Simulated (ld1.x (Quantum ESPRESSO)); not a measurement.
u(r) = r·R(r): atom against pseudo-atom (Tb)

Columns: radius, all-electron u(r) and pseudo u(r) of the 6s shell (level -14.33 eV) of terbium in the configuration [Kr] 4d10 4f9 5s2 5p6 5d0 6s0 6p0; PBE, scalar-relativistic, ultrasoft scheme, ld1.x (Quantum ESPRESSO) 7.5.

```csv
r (bohr),all-electron,pseudo
0.188,0.1330,0.2135
0.375,-0.1767,0.3869
0.562,-0.0891,0.4926
0.750,0.1666,0.5186
0.938,0.3083,0.4694
1.125,0.3072,0.3636
1.312,0.2112,0.2232
1.500,0.0680,0.0676
1.688,-0.0871,-0.0879
1.875,-0.2321,-0.2321
2.062,-0.3572,-0.3572
2.250,-0.4585,-0.4585
2.438,-0.5349,-0.5349
2.625,-0.5880,-0.5880
2.812,-0.6205,-0.6205
3.000,-0.6356,-0.6356
3.188,-0.6357,-0.6357
3.375,-0.6238,-0.6238
3.562,-0.6025,-0.6025
3.750,-0.5741,-0.5741
3.938,-0.5408,-0.5408
4.125,-0.5046,-0.5046
4.312,-0.4669,-0.4669
4.500,-0.4286,-0.4286
4.688,-0.3909,-0.3909
4.875,-0.3547,-0.3547
```

Problem. How many radial nodes do the two functions have?

Solution. The all-electron 6s function has n − l − 1 = 5 (the table is too coarse to show those close to the nucleus); the pseudo-wave has 1, since 1 lower shell of the same l stays in the valence.

Problem. At about which radius was the pseudo-wave matched?

Solution. 1.90 bohr, where the columns begin to agree (steps of 0.19 bohr).

Problem. Is the pseudo-wave norm-conserving?

Solution. No, it belongs to an ultrasoft set: the norm inside the radius is not constrained, and the difference is carried by the augmentation charge.
